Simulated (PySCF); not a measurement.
HgI, SMILES [I][Hg+], charge +1. Coordinates come from a r2SCAN-D4/def2-TZVP optimisation. The multiplicity is an assumed one; other spin states were not compared. The def2 effective core potentials stand for the cores of Hg, I; spin–orbit coupling is left out.

Give the equilibrium geometry at r2SCAN-D4/def2-TZVP (PySCF confirms it by a frequency run) as Cartesian coordinates in Å, and its point group. (An estimate is asked for; the answer gives what the named calculation found.)

point group C∞v.
```xyz
2

Hg     0.0000     0.0000    -1.0187
I      0.0000     0.0000     1.5376
```
Charge +1, spin multiplicity 1.
